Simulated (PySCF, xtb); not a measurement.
B(H)(OMe)(PH2) (CH6BOP), SMILES PBOC. One conformer was computed; it need not be the lowest.

Harmonic wavenumbers (cm⁻¹) from GFN2-xTB run with xtb 6.7.1 at its own minimum, in rising order: 100, 137, 209, 310, 442, 559, 640, 777, 792, 935, 1079, 1129, 1139, 1149, 1336, 1415, 1460, 1467, 2312, 2413, 2613, 2924, 2961, 2983.

**Question.** What does B3LYP-D3(BJ)/def2-SVP (PySCF) give at its own minimum? (An estimate is asked for; the answer gives what the named calculation found.)

**Answer.** 100, 159, 225, 317, 421, 537, 616, 799, 850, 956, 1104, 1147, 1171, 1188, 1378, 1465, 1477, 1496, 2388, 2417, 2597, 3016, 3097, 3134. Paired by order, the mean absolute difference is 39 cm⁻¹ and the zero-point energies are 44.7 and 45.8 kcal/mol.
